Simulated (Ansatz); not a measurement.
The same bond dissociation along the group O, S, Se.

Isolated molecules relaxed with PBE0-D4/def2-TZVP in Ansatz; ΔE leaves out vibrations. CBS: MP2 limit from def2 TZ/QZ plus the TZ coupled-cluster correction, frozen cores. This one scheme is used for every species. No spin–orbit coupling; open shells (•) take unrestricted orbitals. For Se outer-core shells are correlated without core-valence functions, which leaves a few kJ/mol of doubt a bond. Scalar relativity is left out up to krypton. Each species was taken in one conformer, which may not be the lowest.

(1) Order these by ΔE at CCSD(T)/CBS, lowest first. (Best estimate.)
A. `F[SiH](F)S` → `[SH]`• + `F[SiH]F`•
B. `O[SiH](F)F` → `[OH]`• + `F[SiH]F`•
C. `F[SiH](F)[SeH]` → `[SeH]`• + `F[SiH]F`•

Largest T1 diagnostic: 0.014, for `F[SiH]F`•.

Results:

(1) C (+376.4 kJ/mol), A (+415.3 kJ/mol), B (+600.9 kJ/mol).
